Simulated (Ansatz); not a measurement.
The first iterations of a band of BClH$_{4}$O$_{2}$ (8 atoms, charge 0, multiplicity 1).

Method: RKS PBE0/def2-SVP in Ansatz.

- movable images: 9
- climbing image: yes
- spring: 5.0 eV/Å²
- optimiser: quadratic models (default)
- start path: straight line
- force threshold: 0.05 eV/Å
- iteration limit: 60
- end points: relaxed

First end point:

```xyz
8
Properties=species:S:1:pos:R:3
B 0.036 -0.178 0.289
H -0.355 -0.983 1.102
Cl 1.785 -0.454 -0.261
O -0.814 0.266 -0.720
H -1.677 -0.150 -0.662
O 0.277 1.273 1.205
H -0.147 1.922 0.619
H 1.235 1.421 1.120
```

Last end point:

```xyz
8
Properties=species:S:1:pos:R:3
B -0.075 0.645 -0.576
H 0.426 -0.548 3.445
Cl 1.280 0.211 -1.668
O -1.349 0.410 -0.941
H -1.423 0.000 -1.808
O 0.172 1.214 0.622
H 1.110 1.347 0.790
H 0.197 -0.161 2.829
```

| iteration | highest image above the first end (eV) | largest band force component (eV/Å) |
| --- | --- | --- |
| 1 | 19.895 | 97.348 |
| 2 | 4.570 | 11.353 |
| 3 | 3.542 | 7.557 |
| 4 | 2.438 | 9.248 |
| 5 | 2.023 | 2.072 |
| 6 | 1.533 | 2.496 |
| 7 | 1.340 | 2.171 |
| 8 | 1.190 | 0.939 |
| 9 | 0.979 | 1.814 |

Q: Does the band converge within its limit, and where does its top end?

A: The forces met the threshold. It ended after 28 iterations with the highest image 1.066 eV above the first end. Neighbouring images differ by up to 1.6 eV, so the band resolves the path poorly. Another band between the same ends (9 images) ends at a top of the same energy, where a vibrational analysis finds 1 clearly imaginary mode. The orbitals stay closed-shell, which can raise the energy where a bond breaks towards radicals; this wasn't checked here.

Run time: 11 min on 1 thread of Arm Neoverse V1, with other jobs on the host, peak memory 0.16 GiB.
